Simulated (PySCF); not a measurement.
Geometries of 2 isomers of CH7BN2, from PySCF 2.14.0, PBE0-D3(BJ)/def2-SVP geometry optimisation, gas phase. One conformer each, no zero-point energy, no frequencies.

Question: Which is lower in electronic energy at this level?
A.
```xyz
11
angstrom
C     -1.094   -0.834   -0.084
B      0.168    0.128    0.001
N      1.420   -0.400    0.411
N      0.032    1.502   -0.318
H     -1.417   -1.138    0.927
H     -0.860   -1.761   -0.632
H     -1.960   -0.368   -0.578
H      2.265    0.145    0.501
H      1.544   -1.375    0.638
H     -0.846    1.902   -0.614
H      0.785    2.174   -0.269
```
B.
```xyz
11
angstrom
C     -1.733    0.180   -0.130
N     -0.339    0.052   -0.451
B      0.712   -0.165    0.467
N      2.066   -0.274    0.078
H     -1.867    0.077    0.956
H     -2.150    1.162   -0.421
H     -2.355   -0.596   -0.613
H     -0.131    0.135   -1.440
H      0.437   -0.262    1.645
H      2.801   -0.433    0.750
H      2.395   -0.208   -0.875
```

Answer: A. That is `CB(N)N`, 15.8 kcal/mol below the other.

| SMILES | atoms numbered as above | E (Eh) | relative (kcal/mol) | relative (kJ/mol) | dipole (D) |
| --- | --- | --- | --- | --- | --- |
| CB(N)N | [CH3:1][B:2]([NH2:3])[NH2:4] | -176.43448 | 0.0 | 0.0 | 1.25 |
| CNBN | [CH3:1][NH:2][BH:3][NH2:4] | -176.40928 | 15.8 | 66.2 | 1.59 |
